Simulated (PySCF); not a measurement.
This script is equivalent to a calculation on Cu (copper, neutral).

```python
from pyscf import gto, scf, dft, mp, cc
import basis_set_exchange as bse
txt = bse.get_basis("aug-cc-pVTZ-PP", elements=["Cu"], fmt="nwchem", header=False, augment_diffuse=1)
cut = txt.index("\nECP")
mol = gto.M(atom="Cu 0 0 0", charge=0, spin=1, symmetry="D2h",
            basis=gto.basis.parse(txt[:cut]),
            ecp={"Cu": gto.basis.parse_ecp(txt[cut:])})
mf = scf.UHF(mol)
mf.irrep_nelec = {'Ag': (4, 3), 'B1g': (1, 1), 'B2g': (1, 1), 'B3g': (1, 1), 'B1u': (1, 1), 'B2u': (1, 1), 'B3u': (1, 1)}
mf.kernel()
```

Problem. What total energy does it give?

Solution. -196.17590 hartree (calculated).

Problem. Which occupied shell lies highest, and where?

Solution. 4s α, at -6.696 eV.

Problem. What is ⟨S²⟩, and what would a pure spin state give?

Solution. 0.752, against 0.75.

Energies and moments cover only the electrons outside the core potential.
